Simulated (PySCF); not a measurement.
Species: CH₁₀O₂Si₃.
Numbering: `[OH:1][Si@H:2]([CH2:3][SiH3:4])[O:5][SiH3:6]` (hydrogens: H7 on O1; H8 on Si2; H9, H10 on C3; H11, H12, H13 on Si4; H14, H15, H16 on Si6)

The same species was optimised twice, with GFN2-xTB and with PBE0-D3(BJ)/def2-SVP (PySCF), and the same property calculations (PySCF, gas phase) were run on both structures.

| coordinate | GFN2-xTB | PBE0-D3(BJ)/def2-SVP | change |
| --- | --- | --- | --- |
| O5–Si6 (Å) | 1.614 | 1.650 | +0.036 |
| O1–Si2 (Å) | 1.621 | 1.656 | +0.035 |
| Si2–O5 (Å) | 1.625 | 1.653 | +0.028 |
| Si2–C3 (Å) | 1.897 | 1.870 | -0.027 |
| C3–Si4 (Å) | 1.896 | 1.881 | -0.015 |
| O1–Si2–C3 (°) | 112.6 | 110.9 | -1.7 |
| Si2–C3–Si4 (°) | 115.2 | 113.8 | -1.4 |
| Si2–O5–Si6 (°) | 159.1 | 157.8 | -1.3 |
| O1–Si2–O5 (°) | 109.4 | 110.5 | +1.1 |
| C3–Si2–O5 (°) | 108.9 | 107.9 | -1.0 |
| O1–Si2–C3–Si4 (°) | -63 | -65 | -2 |
| O1–Si2–O5–Si6 (°) | 148 | 141 | -7 |

Rotational constants: A = 2003, B = 1271, C = 905.3 MHz (GFN2-xTB) against A = 1957, B = 1315, C = 920.6 MHz (PBE0-D3(BJ)/def2-SVP). Point groups within 0.08 Å: C1 and C1.

On the GFN2-xTB structure: HOMO (eV) -8.22 [PBE0/pcSseg-1]; LUMO (eV) 0.18 [PBE0/pcSseg-1]; dipole (D) 1.43 [PBE0/pcSseg-1]; GIAO shielding of O1 (ppm) 277.3 [PBE0/pcSseg-1]; GIAO shielding of Si2 (ppm) 379.3 [PBE0/pcSseg-1]; GIAO shielding of C3 (ppm) 190.5 [PBE0/pcSseg-1]; GIAO shielding of Si4 (ppm) 430.1 [PBE0/pcSseg-1]; GIAO shielding of O5 (ppm) 287.1 [PBE0/pcSseg-1]; GIAO shielding of Si6 (ppm) 395.2 [PBE0/pcSseg-1].

**Question.** What do these properties become on the PBE0-D3(BJ)/def2-SVP structure?

**Answer.** 
```
                                    property          level  on GFN2-xTB  on PBE0-D3(BJ)/def2-SVP  change
                                   HOMO (eV)  PBE0/pcSseg-1        -8.22                    -8.38   -0.16
                                   LUMO (eV)  PBE0/pcSseg-1         0.18                     0.14   -0.04
                                  dipole (D)  PBE0/pcSseg-1         1.43                     1.56   +0.13
energy, GFN2-xTB geometry as zero (kcal/mol)  PBE0/pcSseg-1          0.0                     -3.5    -3.5
                  GIAO shielding of O1 (ppm)  PBE0/pcSseg-1        277.3                    270.9    -6.4
                 GIAO shielding of Si2 (ppm)  PBE0/pcSseg-1        379.3                    375.4    -3.9
                  GIAO shielding of C3 (ppm)  PBE0/pcSseg-1        190.5                    189.9    -0.6
                 GIAO shielding of Si4 (ppm)  PBE0/pcSseg-1        430.1                    425.9    -4.2
                  GIAO shielding of O5 (ppm)  PBE0/pcSseg-1        287.1                    286.0    -1.1
                 GIAO shielding of Si6 (ppm)  PBE0/pcSseg-1        395.2                    394.2    -1.0
```

The heavy atoms differ by 0.066 Å rms after alignment. Among bonds between heavy atoms O1–Si2 and O5–Si6 change most and about equally (+0.035 to +0.036 Å). Changes are differences of the printed values. Neither structure is proved a minimum here.

Shape of the structure used: `[OH:1][Si@H:2]([CH2:3][SiH3:4])[O:5][SiH3:6]`: O1–Si2–C3–Si4 -65°, O1–Si2–O5–Si6 141°, H–O1–Si2–C3 55°.
